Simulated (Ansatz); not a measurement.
C₂H₃F₃Si₂, SMILES F[Si](F)(F)C#C[SiH3]. Atoms are numbered in the order given.

```xyz
10

Si     0.0000     0.0000     3.4718
C      0.0000     0.0000     1.6259
C      0.0000     0.0000     0.4035
Si     0.0000     0.0000    -1.3952
F     -0.9592     1.1400    -1.9690
F     -0.5076    -1.4007    -1.9689
F      1.4669     0.2607    -1.9689
H      0.9568    -1.0389     3.9440
H      0.4213     1.3480     3.9440
H     -1.3781    -0.3092     3.9440
```
Charge 0, spin multiplicity 1.

Geometry: PBE0-D3(BJ)/def2-SVP. The structure was generated by enumeration, and PubChem lists no compound with its InChIKey, so it may never have been made.

Two levels are set side by side: PBE-D3(BJ)/def2-SVP (Ansatz, a first-principles code) and PBE0-D3(BJ)/def2-SVP (Ansatz). Each level has its own optimised geometry; the coordinates shown are those of the second. Differences are taken from unrounded values.

```json
[
 {"quantity": "mean bond length (Å)", "PBE0-D3(BJ)": "1.569"},
 {"quantity": "bond Si1–C2 (Å)", "PBE0-D3(BJ)": "1.846"},
 {"quantity": "bond C2–C3 (Å)", "PBE0-D3(BJ)": "1.222"},
 {"quantity": "bond C3–Si4 (Å)", "PBE0-D3(BJ)": "1.799"},
 {"quantity": "bond Si4–F5 (Å)", "PBE0-D3(BJ)": "1.597"},
 {"quantity": "bond Si4–F6 (Å)", "PBE0-D3(BJ)": "1.597"},
 {"quantity": "bond Si4–F7 (Å)", "PBE0-D3(BJ)": "1.597"},
 {"quantity": "bond Si1–H8 (Å)", "PBE0-D3(BJ)": "1.489"},
 {"quantity": "bond Si1–H9 (Å)", "PBE0-D3(BJ)": "1.489"},
 {"quantity": "bond Si1–H10 (Å)", "PBE0-D3(BJ)": "1.489"}
]
```

**Question.** What does PBE-D3(BJ) give, and how far is it from PBE0-D3(BJ)? (An estimate is asked for; the answer gives what the named calculation found.)

**Answer.** 
```
quantity              PBE-D3(BJ)  PBE-D3(BJ) minus PBE0-D3(BJ)
--------------------  ----------  ----------------------------
mean bond length (Å)       1.581                         0.011
bond Si1–C2 (Å)            1.848                         0.002
bond C2–C3 (Å)             1.235                         0.013
bond C3–Si4 (Å)            1.805                         0.006
bond Si4–F5 (Å)            1.613                         0.016
bond Si4–F6 (Å)            1.613                         0.016
bond Si4–F7 (Å)            1.613                         0.016
bond Si1–H8 (Å)            1.500                         0.011
bond Si1–H9 (Å)            1.500                         0.011
bond Si1–H10 (Å)           1.500                         0.011
```

Exact exchange shortens and stiffens bonds; PBE has none. Differences between two approximate levels are no errors against the true value.
